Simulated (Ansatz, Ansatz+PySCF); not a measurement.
```xyz
2

Mn    0.0000    0.0000    0.0000
O     0.0000    0.0000    1.6460
```

Basis set: def2-SVP (spherical functions). Correlated methods keep 6 orbitals frozen. Correlation on ROHF uses semicanonical orbitals with singles. Charge 0, multiplicity 6.

Computed with Ansatz (development build ahead of 0.2.0); each method stands on the lowest determinant of its kind that the runs found. Restricted functionals stand beside restricted open-shell atoms, which can lie above the unrestricted atoms usual in DFT and then raise those values.

The atomization energy at this shape (free ground-state atoms in the same class of orbitals less the molecule, no zero-point energy) of sextet MnO:

```csv
method,atomization energy
r²SCAN (unrestricted),441.6 kJ/mol
ωB97X (unrestricted),308.9 kJ/mol
ωB97X (restricted open-shell),301.5 kJ/mol
r²SCAN (restricted open-shell),433.4 kJ/mol
PBE (unrestricted),500.3 kJ/mol
PBE0 (unrestricted),356.1 kJ/mol
PBE (restricted open-shell),496.4 kJ/mol
ROHF-MP2,261.0 kJ/mol
UHF-MP2,193.3 kJ/mol
UHF,41.7 kJ/mol
ROHF,-144.6 kJ/mol
```

Task: What does PBE0 (restricted open-shell) give?

Result: 337.9 kJ/mol. Caution: other spin multiplicities were not run. Caution for ROHF-MP2, ROHF: an unrestricted determinant lies well below. Caution for UHF-MP2, UHF: the unrestricted determinant is spin contaminated. Caution for ROHF: the molecule lies well above its atoms at this level.
